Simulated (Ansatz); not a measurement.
Two structures of Si4H11F3, closed shell, reached by relaxing down either side of one saddle point (PBE0-D4/def2-TZVP). Energies are electronic, without zero-point energy. Program: Ansatz 0.2.0. Basis: def2-TZVPP and def2-QZVPP. Cores are frozen in the correlated methods. Extrapolation: Hartree–Fock as exp(−7.88 √X), correlation as X^−2.97. First:

```
18
angstrom
Si -0.2163 -0.5881 0.1189
Si 1.8906 -0.2097 -0.8504
Si -1.6242 1.1910 -0.4791
Si -1.0758 -2.6132 -0.6919
F 0.0374 -0.7074 1.7115
H 0.1547 2.0606 2.3528
F -0.7719 2.1392 2.2782
H 2.1287 1.5251 1.3104
F 1.8713 1.9481 2.1025
H 2.5698 0.9428 -0.1613
H 2.8226 -1.3611 -0.7383
H 1.7529 0.1937 -2.2738
H -2.0282 0.8540 -1.8763
H -0.9110 2.4912 -0.5108
H -2.8359 1.2503 0.3721
H -0.2166 -3.7542 -0.2786
H -1.0850 -2.5238 -2.1777
H -2.4633 -2.8386 -0.2085
```

Second:

Si1  (-1.351, -0.426, 1.001)
Si2  (2.641, 0.285, -0.913)
Si3  (-2.108, 1.387, -0.293)
Si4  (-0.628, -2.374, -0.100)
F5  (-2.502, -0.834, 2.032)
H6  (0.773, 1.574, 1.584)
F7  (1.060, 2.319, 1.108)
H8  (2.362, -0.337, 0.408)
F9  (-0.136, 0.095, 1.947)
H10  (3.555, 1.439, -0.751)
H11  (3.274, -0.737, -1.787)
H12  (1.363, 0.717, -1.531)
H13  (-3.371, 0.953, -0.948)
H14  (-1.099, 1.715, -1.329)
H15  (-2.367, 2.557, 0.583)
H16  (-0.014, -3.311, 0.875)
H17  (0.358, -2.015, -1.151)
H18  (-1.812, -3.007, -0.737)
(Å)

(1) Which bonds change from the first to the second?

(2) Give the saddle point's structure and its height above each. (To be estimated.)

The search had been set up for a ligand exchange through a proton shuttle (forming Si1–F7, H6–F9, Si2–H8, breaking Si1–Si2, H6–F7, H8–F9); from that guess it ended on this step instead.

T1 diagnostic: at most 0.015.

Results:

(1) Si₄H₉F ([F][Si]([SiH3])([SiH3])[SiH3]) + HF + HF → Si₃H₆F₂ ([F][Si]([F])([SiH3])[SiH3]) + SiH₄ + HF; bonds formed: Si1–F9, Si2–H8; bonds broken: Si1–Si2, H8–F9.

(2) By the calculation: 165.9 kJ/mol above the first and 297.6 kJ/mol above the second (CCSD(T) at an estimated basis limit (MP2 extrapolated from triple and quadruple zeta, plus CCSD(T) − MP2 in triple zeta)).
Si1  (-0.196, -0.310, 0.547)
Si2  (1.972, -0.213, -0.881)
Si3  (-1.549, 1.412, -0.295)
Si4  (-0.561, -2.350, -0.616)
F5  (-0.492, -0.878, 2.015)
H6  (-0.013, 2.157, 2.300)
F7  (-0.787, 2.662, 2.463)
H8  (1.409, 0.508, 0.619)
F9  (1.030, 1.058, 1.663)
H10  (3.141, 0.707, -0.850)
H11  (2.425, -1.623, -0.841)
H12  (1.141, 0.066, -2.077)
H13  (-1.930, 0.930, -1.653)
H14  (-0.806, 2.687, -0.423)
H15  (-2.765, 1.543, 0.539)
H16  (0.263, -3.431, -0.014)
H17  (-0.278, -2.262, -2.072)
H18  (-2.004, -2.662, -0.423)
(Å)

Labels in which every atom is bracketed show which atoms are joined, not bond orders.

For scale, one of the runs: CCSD(T)/def2-TZVPP, 415 basis functions, launched by `ansatz run in.yaml --threads 4 --pin off --events-out ev --progress --plain --max-ram 66560MiB --backend cuda --devices 0, --max-vram 37GiB`. Time: 32 s of wall clock on 4 CPU threads of an AMD EPYC 7R13 and a share of one NVIDIA H100; the host was shared. Peak host memory: 0.93 GiB.
